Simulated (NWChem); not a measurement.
System: ZnGeH$_{4}$O; SMILES [OH][Zn][GeH3]

Here is an NWChem input.

```
start job
memory heap 200 mb stack 900 mb global 1100 mb
geometry units angstroms
  Zn     0.684662     0.156514    -0.672316
  O      2.169086    -0.432630    -1.249773
  H      2.838075    -0.273445    -1.906289
  Ge    -1.068880    -0.037715     0.853559
  H     -1.293871    -1.422974     1.379404
  H     -0.941483     0.773408     2.106431
  H     -2.431916     0.351619     0.373569
end
basis spherical
  * library def2-svp
end
dft
  xc pbe0
  iterations 150
end
driver
  maxiter 120
end
task dft optimize
task dft freq
```

Excerpt of the output:

```
             Northwest Computational Chemistry Package (NWChem) 7.3.0
             --------------------------------------------------------

 C1  symmetry detected

                             Geometry "geometry" -> ""
                             -------------------------

 Output coordinates in angstroms (scale by  1.889725989 to convert to a.u.)

  No.       Tag          Charge          X              Y              Z
 ---- ---------------- ---------- -------------- -------------- --------------
    1 Zn                  30.0000     0.22183644    -0.92109764    -0.00068563
    2 O                    8.0000    -0.48782772    -2.46396359     0.00113322
    3 H                    1.0000    -0.27480908    -3.39052217     0.00454773
    4 Ge                  32.0000    -0.06309712     1.39401386     0.00007106
    5 H                    1.0000    -1.34912852     1.86914732    -0.60527830
    6 H                    1.0000    -0.06843925     2.05413188     1.34471021
    7 H                    1.0000     0.95901313     2.20343739    -0.73475046

 Effective nuclear repulsion energy (a.u.)     393.8857740529

                                Z-matrix (autoz)
                                --------

 Units are Angstrom for bonds and degrees for angles

[...]

      ----------------------
      Optimization converged
      ----------------------

  Step       Energy      Delta E   Gmax     Grms     Xrms     Xmax
  ---- ---------------- -------- -------- -------- -------- --------
@    9   -3932.87019144 -7.4D-08  0.00007  0.00002  0.00019  0.00044
                                     ok       ok       ok       ok

                                Z-matrix (autoz)
                                --------

 Units are Angstrom for bonds and degrees for angles

[...]

 Rotational Constants
 --------------------
 A=   2.437751 cm-1  (  3.507302 K)
 B=   0.047941 cm-1  (  0.068975 K)
 C=   0.047843 cm-1  (  0.068834 K)

 Temperature                      =   298.15K
 frequency scaling parameter      =   1.0000

 Zero-Point correction to Energy  =   22.268 kcal/mol  (  0.035487 au)
 Thermal correction to Energy     =   26.460 kcal/mol  (  0.042167 au)
 Thermal correction to Enthalpy   =   27.052 kcal/mol  (  0.043111 au)

 Total Entropy                    =   84.193 cal/mol-K
   - Translational                =   41.061 cal/mol-K (mol. weight = 157.8772)
   - Rotational                   =   25.159 cal/mol-K (symmetry #  =        1)
   - Vibrational                  =   17.973 cal/mol-K

 Cv (constant volume heat capacity) =   19.908 cal/mol-K
   - Translational                  =    2.979 cal/mol-K
   - Rotational                     =    2.979 cal/mol-K
   - Vibrational                    =   13.949 cal/mol-K

[normal modes left out]

 ----------------------------------------------------------------------------
 Normal Eigenvalue ||           Projected Infra Red Intensities
  Mode   [cm**-1]  || [atomic units] [(debye/angs)**2] [(KM/mol)] [arbitrary]
 ------ ---------- || -------------- ----------------- ---------- -----------
    1       -0.000 ||    0.012291           0.284        11.982       2.671
    2       -0.000 ||    0.000182           0.004         0.177       0.040
    3       -0.000 ||    0.000296           0.007         0.289       0.064
    4       -0.000 ||    0.000012           0.000         0.012       0.003
    5       -0.000 ||    0.000091           0.002         0.089       0.020
    6       -0.000 ||    0.000180           0.004         0.176       0.039
    7       19.531 ||    0.110552           2.551       107.771      24.024
    8      107.216 ||    0.011988           0.277        11.687       2.605
    9      112.183 ||    0.000183           0.004         0.179       0.040
   10      242.956 ||    0.000131           0.003         0.127       0.028
   11      416.436 ||    0.006144           0.142         5.989       1.335
   12      421.272 ||    0.004753           0.110         4.633       1.033
   13      642.172 ||    0.174122           4.017       169.743      37.838
   14      710.973 ||    0.027377           0.632        26.688       5.949
   15      797.661 ||    0.176241           4.066       171.808      38.298
   16      890.287 ||    0.032294           0.745        31.482       7.018
   17      891.360 ||    0.034131           0.787        33.273       7.417
   18     2132.559 ||    0.075588           1.744        73.687      16.426
   19     2136.901 ||    0.125688           2.900       122.527      27.313
   20     2138.274 ||    0.124134           2.864       121.012      26.975
   21     3924.511 ||    0.050000           1.154        48.742      10.865
 ----------------------------------------------------------------------------
```

Level: PBE0/def2-SVP.
